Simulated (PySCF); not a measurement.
## Electronic absorption of C3H5ClF4Si

C3H5ClF4Si.
SMILES: `C[Si@@](F)(Cl)CC(F)(F)F`

Theory: PySCF 2.14.0, density-fitted response routines, TDDFT wB97X-D/def2-SVPD, vertical, gas phase, core orbitals frozen in the response. Geometry: GFN2-xTB, one conformer, isolated molecule. Torsions of this conformer, `[CH3:1][Si@@:2]([F:3])([Cl:4])[CH2:5][C:6]([F:7])([F:8])[F:9]`: C1–Si2–C5–C6 -40°, Si2–C5–C6–F7 65°.

**Question.** What does the calculation give for the low-lying excited states?

**Answer.** 

```json
{"state": "S1", "E (eV)": "8.56", "E (hartree)": "0.3146", "f": "0.050", "|μ| (D)": "1.24", "main configurations (H = HOMO, L = LUMO)": "H→L+1 (79%), H→L (11%)"}
{"state": "S2", "E (eV)": "8.83", "E (hartree)": "0.3245", "f": "0.062", "|μ| (D)": "1.36", "main configurations (H = HOMO, L = LUMO)": "H→L (50%), H→L+2 (18%), H→L+1 (13%)"}
{"state": "S3", "E (eV)": "9.21", "E (hartree)": "0.3385", "f": "0.060", "|μ| (D)": "1.31", "main configurations (H = HOMO, L = LUMO)": "H-1→L (54%), H-1→L+2 (26%), H-1→L+1 (10%)"}
{"state": "S4", "E (eV)": "9.30", "E (hartree)": "0.3418", "f": "0.095", "|μ| (D)": "1.64", "main configurations (H = HOMO, L = LUMO)": "H→L+2 (48%), H→L (30%)"}
{"state": "S5", "E (eV)": "9.61", "E (hartree)": "0.3530", "f": "0.027", "|μ| (D)": "0.86", "main configurations (H = HOMO, L = LUMO)": "H-1→L+1 (69%), H-1→L (9%)"}
{"state": "S6", "E (eV)": "9.77", "E (hartree)": "0.3590", "f": "0.0064", "|μ| (D)": "0.42", "main configurations (H = HOMO, L = LUMO)": "H-2→L+1 (67%), H-2→L (15%)"}
{"state": "S7", "E (eV)": "9.90", "E (hartree)": "0.3639", "f": "0.021", "|μ| (D)": "0.75", "main configurations (H = HOMO, L = LUMO)": "H-2→L (28%), H→L+3 (25%), H-2→L+1 (16%)"}
{"state": "S8", "E (eV)": "10.10", "E (hartree)": "0.3712", "f": "0.027", "|μ| (D)": "0.83", "main configurations (H = HOMO, L = LUMO)": "H→L+3 (36%), H-2→L (12%)"}
```

Triplets (Tamm–Dancoff): T1 8.08 eV, H→L+1 (62%), H→L (21%); T2 8.52 eV, H→L (26%), H→L+1 (24%), H→L+2 (21%); T3 8.73 eV, H-1→L (38%), H-1→L+2 (27%), H-1→L+1 (22%).

The lowest singlet comes at 145 nm (826 kJ/mol) in the vacuum ultraviolet; it is of moderate strength; its leading configuration is HOMO→LUMO+1 (79%). The strongest level in the table is S4 at 9.30 eV (133 nm, f = 0.095). Löwdin shares by element: HOMO carbon 35% or more, chlorine 34%, silicon 15% (atoms not listed hold the other 16%); LUMO chlorine 24%, silicon 24%, carbon 17% or more (atoms not listed hold the other 35%). The oscillator strengths of these states sum to 0.347; summed over the whole spectrum of an exact calculation they would give the number of electrons, 90 (Thomas–Reiche–Kuhn). The listed states span 1.54 eV, and the widest gap between neighbours is 0.38 eV (S2 to S3). Weighted by f, the mean energy of these states is 9.23 eV. Only the lowest 8 singlets were computed, as vertical energies without vibronic structure.
